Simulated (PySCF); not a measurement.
**Exercise with solution: oscillator strength and radiative lifetime**

GeH₅O₄, SMILES [OH][Ge]([OH])([OH])[OH2+], charge +1.

Geometry: B3LYP-D3(BJ)/def2-SVP. The isomer is the one that the SMILES or the coordinates give; other isomers of the formula were not compared. One conformer was computed; it need not be the lowest.

TDDFT-LC-ωPBE/def2-SVPD (PySCF 2.14.0) puts the first singlet state with f over 0.02 at 8.05 eV (vertical), with the transition dipole (0.047, 0.065, 0.478) in atomic units.

Q: Find the oscillator strength, the wavelength and the radiative lifetime that this transition would have in vacuum if emission retraced absorption.

A: 
|μ|² = 0.2349 au, so |μ| = 1.23 D. ΔE = 8.05/27.211 = 0.2958 hartree. f = (2/3) ΔE |μ|² = 0.046 (the program prints 0.046).
λ = 1239.84/8.05 = 154 nm; ν = 64928 cm⁻¹.
Einstein's coefficient A = 0.6670 ν² f s⁻¹ (ν in cm⁻¹) = 1.3e8 s⁻¹, so τ = 1/A = 7.7 ns. This state is S2; the lower singlet has f = 0.013. The figure is the radiative limit of this one transition; relaxation, internal conversion, crossing to triplets and a medium change what is measured.
